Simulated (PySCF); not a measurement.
C₄H₄F₂ (SMILES FC1=CC[C@H]1F), singlet, geometry from GFN2-xTB; DF-R2SCAN/def2-SVPD (PySCF).

Here is a job for PySCF.
```python
from pyscf import gto, scf, dft

mol = gto.M(
    atom='''
F     1.896899   -0.517665   -0.278789
C     0.663445   -0.024475   -0.357599
C    -0.090972    0.437670   -1.346719
C    -1.247892    0.751029   -0.425871
C    -0.334629    0.260250    0.730921
F    -0.815567   -0.820311    1.418783
H     0.041484    0.565359   -2.402601
H    -2.125579    0.123711   -0.564467
H    -1.542427    1.796883   -0.371080
H    -0.045175    1.008981    1.473805
''',
    basis='def2-svpd',
    charge=0,
    spin=0,
    verbose=4,
    max_memory=1800,
)

mf = dft.RKS(mol)
mf.xc = 'r2scan'
mf = mf.density_fit(auxbasis='def2-universal-jkfit')
mf.kernel()
```

It wrote (shortened):

```
PySCF version 2.14.0

[INPUT] verbose = 4
[INPUT] num. atoms = 10
[INPUT] num. electrons = 46
[INPUT] charge = 0
[INPUT] spin (= nelec alpha-beta = 2S) = 0
[INPUT] symmetry False subgroup None
[INPUT] Mole.unit = angstrom
[INPUT] Symbol           X                Y                Z      unit          X                Y                Z       unit  Magmom
[INPUT]  1 F      1.896899000000  -0.517665000000  -0.278789000000 AA    3.584619595961  -0.978245074273  -0.526834856541 Bohr   0.0
[INPUT]  2 C      0.663445000000  -0.024475000000  -0.357599000000 AA    1.253729348712  -0.046251046899  -0.675764172418 Bohr   0.0
[INPUT]  3 C     -0.090972000000   0.437670000000  -1.346719000000 AA   -0.171912165004   0.827076432938  -2.544930076748 Bohr   0.0
[INPUT]  4 C     -1.247892000000   0.751029000000  -0.425871000000 AA   -2.358174113036   1.419239121606  -0.804779554395 Bohr   0.0
[INPUT]  5 C     -0.334629000000   0.260250000000   0.730921000000 AA   -0.632357163337   0.491801223918   1.381240508693 Bohr   0.0
[INPUT]  6 F     -0.815567000000  -0.820311000000   1.418783000000 AA   -1.541198266233  -1.550163126968   2.681111300189 Bohr   0.0
[INPUT]  7 H      0.041484000000   0.565359000000  -2.402601000000 AA    0.078393398551   1.068373672058  -4.540257876606 Bohr   0.0
[INPUT]  8 H     -2.125579000000   0.123711000000  -0.564467000000 AA   -4.016762166127   0.233779908596  -1.066688036355 Bohr   0.0
[INPUT]  9 H     -1.542427000000   1.796883000000  -0.371080000000 AA   -2.914764597135   3.395616747887  -0.701239570304 Bohr   0.0
[INPUT] 10 H     -0.045175000000   1.008981000000   1.473805000000 AA   -0.085368377677   1.906697754890   2.785087811015 Bohr   0.0

nuclear repulsion = 230.438691795649
number of shells = 66
number of NR pGTOs = 226
number of NR cGTOs = 158
basis = def2-svpd
ecp = {}

******** <class 'pyscf.df.df_jk.DFRKS'> ********
method = DFRKS
initial guess = minao
damping factor = 0
level_shift factor = 0
DIIS = <class 'pyscf.scf.diis.CDIIS'>
diis_start_cycle = 1
diis_space = 8
diis_damp = 0
SCF conv_tol = 1e-09
SCF conv_tol_grad = None
SCF max_cycles = 50
direct_scf = False
XC library pyscf.dft.libxc version 7.1.2
    S. Lehtola, C. Steigemann, M. J. T. Oliveira, and M. A. L. Marques,  SoftwareX 7, 1–5 (2018)
XC functionals = r2scan
    J. W. Furness, A. D. Kaplan, J. Ning, J. P. Perdew, and J. Sun,  J. Phys. Chem. Lett. 11, 8208–8215 (2020)
    J. W. Furness, A. D. Kaplan, J. Ning, J. P. Perdew, and J. Sun,  J. Phys. Chem. Lett. 11, 9248–9248 (2020)
    J. W. Furness, A. D. Kaplan, J. Ning, J. P. Perdew, and J. Sun,  J. Phys. Chem. Lett. 11, 8208–8215 (2020)
    J. W. Furness, A. D. Kaplan, J. Ning, J. P. Perdew, and J. Sun,  J. Phys. Chem. Lett. 11, 9248–9248 (2020)
radial grids:
    Treutler-Ahlrichs [JCP 102, 346 (1995); DOI:10.1063/1.469408] (M4) radial grids

becke partition: Becke, JCP 88, 2547 (1988); DOI:10.1063/1.454033
pruning grids: <function nwchem_prune>
grids dens level: 3
symmetrized grids: False
atomic radii adjust function: <function treutler_atomic_radii_adjust>
small_rho_cutoff = 0
Set gradient conv threshold to 3.16228e-05
Initial guess from minao.
tot grids = 124232
init E= -354.725257196143
  HOMO = -0.298946283066053  LUMO = -0.0761640813938911  gap/eV = 6.06221
cycle= 1 E= -353.964084546063  delta_E= 0.761  |g|= 0.563  |ddm|= 4.52
  HOMO = -0.217798517723498  LUMO = -0.0142140771329231  gap/eV = 5.53981
cycle= 2 E= -353.867223078356  delta_E= 0.0969  |g|= 0.918  |ddm|= 1.55
  HOMO = -0.237841499041381  LUMO = -0.026344713962696  gap/eV = 5.75512
cycle= 3 E= -354.018369775062  delta_E= -0.151  |g|= 0.13  |ddm|= 0.987
  HOMO = -0.250624181127961  LUMO = -0.0375037310591635  gap/eV = 5.79930
cycle= 4 E= -354.022120422226  delta_E= -0.00375  |g|= 0.0509  |ddm|= 0.26
  HOMO = -0.249993536403929  LUMO = -0.0370835427323577  gap/eV = 5.79358
cycle= 5 E= -354.022647625067  delta_E= -0.000527  |g|= 0.0219  |ddm|= 0.0922
  HOMO = -0.248589568927043  LUMO = -0.0357510721309735  gap/eV = 5.79163
cycle= 6 E= -354.022758880959  delta_E= -0.000111  |g|= 0.00391  |ddm|= 0.0351
  HOMO = -0.248810449633128  LUMO = -0.0359697290561138  gap/eV = 5.79169
cycle= 7 E= -354.022762434323  delta_E= -3.55e-06  |g|= 0.000956  |ddm|= 0.00749
  HOMO = -0.24887390179497  LUMO = -0.0360398901799197  gap/eV = 5.79151
cycle= 8 E= -354.0227626572  delta_E= -2.23e-07  |g|= 0.000145  |ddm|= 0.00193
  HOMO = -0.248862803311313  LUMO = -0.0360244227391755  gap/eV = 5.79163
cycle= 9 E= -354.02276266211  delta_E= -4.91e-09  |g|= 4.67e-05  |ddm|= 0.000449
  HOMO = -0.248867225779769  LUMO = -0.0360286957238767  gap/eV = 5.79163
cycle= 10 E= -354.02276266269  delta_E= -5.81e-10  |g|= 9.94e-06  |ddm|= 0.000134
  HOMO = -0.248867128905215  LUMO = -0.0360290731465067  gap/eV = 5.79162
Extra cycle  E= -354.022762662676  delta_E= 1.47e-11  |g|= 1.29e-05  |ddm|= 4.58e-05
converged SCF energy = -354.022762662676
```
